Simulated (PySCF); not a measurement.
A side-by-side comparison of computed properties.

First species: C₆H₈O₂.
Bonds: C1–C2, C2–O3, O3–C4, C4–C5 (aromatic), C5–C6 (aromatic), C6–C7 (aromatic), C7–O8 (aromatic), C4–O8 (aromatic). Hydrogens: H9, H10, H11 on C1; H12, H13 on C2; H14 on C5; H15 on C6; H16 on C7.

Second species: HC(Cl)(F)CF2OMe, C3H4ClF3O.
Z-matrix (Å and degrees, PBE0-D3(BJ)/def2-SVP geometry), rows numbered from 1:
```
C 
O   1  1.4184
C   2  1.3390  1  116.25
F   3  1.3467  2  112.21  1   -56.84
F   3  1.3566  2  111.41  1    61.45
C   3  1.5308  2  109.21  1  -179.97
F   6  1.3430  3  108.64  2  -176.00
Cl  6  1.7656  3  110.96  2    62.54
H   1  1.0999  2  110.83  3    62.15
H   1  1.1003  2  110.84  3   -59.85
H   1  1.0957  2  106.29  3  -178.90
H   6  1.1000  3  108.84  2   -56.18
```

Levels: CAM-B3LYP/def2-SVPD for dipole moment, HOMO energy, LUMO energy, HOMO–LUMO gap, static isotropic polarisability and electronic spatial extent ⟨r²⟩ about the centre of nuclear charge; TDDFT CAM-B3LYP/def2-SVPD for lowest singlet excitation; TDA CAM-B3LYP/def2-SVPD for lowest triplet excitation (Tamm–Dancoff); ΔSCF CAM-B3LYP/def2-SVPD for vertical ionisation energy; PBE0-D3(BJ)/def2-SVP for rotational constant A and rotational constant C. Geometries: PBE0-D3(BJ)/def2-SVP. All species are isolated and taken at one optimised geometry, non-relativistic unless stated. Electronic properties by PySCF.

The conformers computed, where there is a choice (atom-mapped SMILES and torsion angles):
- `[CH3:1][CH2:2][O:3][c:4]1[cH:5][cH:6][cH:7][o:8]1`: C1–C2–O3–C4 73°, C2–O3–C4–C5 -163°
- `[CH3:1][O:2][C:3]([F:4])([F:5])[C@H:6]([F:7])[Cl:8]`: C1–O2–C3–F4 -57°, O2–C3–C6–F7 -176°

Q: Which has the higher HOMO–LUMO gap?

A: The second: 11.69 eV against 8.47 eV, a difference of 3.22 eV.

Q: Which of the two has the higher S1 energy, and by how much?

A: The second: 7.57 eV against 5.77 eV, a difference of 1.80 eV.

Q: Which of the two has the higher vertical ionisation energy, and by how much?

A: The second: 11.65 eV against 7.90 eV, a difference of 3.75 eV.

Q: Which of the two has the higher HOMO energy, and by how much?

A: The first: -7.13 eV against -10.63 eV, a difference of 3.50 eV.

Q: Which has the higher static isotropic polarisability?

A: The first: 76.8 au against 58.2 au, a difference of 18.6 au.

Q: Which of the two has the higher rotational constant A, and by how much?

A: The first: 5.083 GHz against 2.534 GHz, a difference of 2.549 GHz.

Q: Which of the two has the higher rotational constant C, and by how much?

A: The first: 1.278 GHz against 1.068 GHz, a difference of 0.210 GHz.

Q: Which of the two has the higher T1 energy, and by how much?

A: The second: 6.82 eV against 3.88 eV, a difference of 2.94 eV.

On the first: The ΔSCF ionisation energy exceeds −ε(HOMO) by 0.77 eV with CAM-B3LYP. In atomic units the dipole is 0.48 e·bohr (1 au = 2.5417 D).

On the second: In wavenumbers S1 is 61100 cm⁻¹ (1 eV = 8065.54 cm⁻¹). No computed singlet falls in the visible range (750 to 380 nm, 1.65 to 3.26 eV); S1 lies 4.31 eV above its blue end.
